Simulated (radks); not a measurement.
Spherical jellium clusters: N electrons in a uniform positive sphere of charge N and radius rs N^(1/3), rs = 3.82 bohr. Calculated with a radial shooting solver with Libxc functionals: non-relativistic Kohn-Sham, LDA (Slater exchange, Perdew-Wang correlation), spin-polarised, spherical densities. Levels are named by radial order and angular momentum (1s, 1p, 1d, 2s, ...), and open shells are averaged over m.

N = 32, configuration 1s2 1p6 1d10 2s2 1f(up 7, down 5). This is the lowest configuration that the search found. Occupied and some empty levels:

level    occupation  eigenvalue (eV)  <r> (bohr)
1s up             1          -5.6636       6.910
1s down           1          -5.6098       6.773
1p up             3          -4.9289       8.484
1p down           3          -4.8463       8.424
1d up             5          -4.0644       9.455
1d down           5          -3.9695       9.440
2s up             1          -3.8053       7.646
2s down           1          -3.7552       7.737
1f up             7          -3.0643       10.21
1f down           5          -2.9663       10.22
2p up             0          -2.5518       8.766
2p down           0          -2.5058       8.802
1g up             0          -1.9463       10.91
1g down           0          -1.8513       10.95
2d up             0          -1.3331       10.52
2d down           0          -1.2857       10.57

Energy (eV): total -60.1077, kinetic 61.367, external -2727.8, Hartree 1350.9, exchange-correlation -123.12, background 1378.5.

Electron density:

r (bohr)  n(r) (e/bohr^3)
1.35             0.005405
2.81             0.004353
4.26             0.003610
5.71             0.003804
7.17             0.004631
8.62             0.005057
10.1             0.004141
11.5             0.002219
13.0            0.0007742
14.4            0.0002075
15.9           0.00004794
17.3           0.00001039
18.8            2.177e-06
